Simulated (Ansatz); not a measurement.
`O[SiH](Br)O[SiH3]` → `O[SiH3]` + `O[Si]Br` at 600 K and 1 bar (silylene formation by 1,1-elimination).

Program: Ansatz. Geometries: PBE0-D4/def2-TZVP. ΔE: electronic, gas phase. CCSD(T)/CBS adds triple-zeta CCSD(T) − MP2 to the extrapolated MP2 energy (def2 sets, frozen cores). For Br outer-core shells are correlated without core-valence functions, which leaves a few kJ/mol of doubt a bond. Scalar relativity is left out up to krypton. Each species was taken in one conformer, which may not be the lowest.

| species | CCSD(T)/CBS energy (Eh) | H − E (kJ/mol) | S (J/(mol·K)) |
| --- | --- | --- | --- |
| `O[SiH](Br)O[SiH3]` | -3305.02778 | 212.6 | 502.5 |
| `O[SiH3]` | -366.69042 | 135.7 | 307.9 |
| `O[Si]Br` | -2938.23569 | 72.2 | 335.6 |

H − E and S are ideal-gas, rigid-rotor, harmonic terms from PBE0-D4/def2-TZVP, for one conformer and one mirror image of each species. 1 Eh = 2625.50 kJ/mol, R = 8.31446 J/(mol·K).

**Question.** By hand: ΔE, ΔH, ΔS and ΔG.

**Answer.** ΔE = (-366.69042) + (-2938.23569) − (-3305.02778) = 0.10167 Eh = 266.9 kJ/mol. Δ(H − E) = 135.7 + 72.2 − 212.6 = -4.7, so ΔH = 262.2 kJ/mol. ΔS = 307.9 + 335.6 − 502.5 = 141.0 J/(mol·K). ΔG = 262.2 − 600 × (141.0)/1000 = 177.6 kJ/mol.

**Question.** By hand: the equilibrium constant, and the temperature at which ΔG would vanish if ΔH and ΔS stayed fixed.

**Answer.** log₁₀ K = −ΔG/(RT ln 10) = -15.5. ΔG = 0 at ΔH/ΔS = 1860 K.

The number of gas molecules changes by +1, which sets the sign of ΔS. A doubt of 5 kJ/mol in ΔE shifts log₁₀ K by 0.4 here. Other conformers and mirror images would add mixing entropy, several J/(mol·K) or more a flexible species. Modes under 60 cm⁻¹, often nearly free rotors, make the harmonic entropy too high. These are equilibria of isolated gas molecules and say nothing of rates. Largest T1 diagnostic: 0.012 (customary marks: 0.02 for closed shells, 0.045 for open ones).
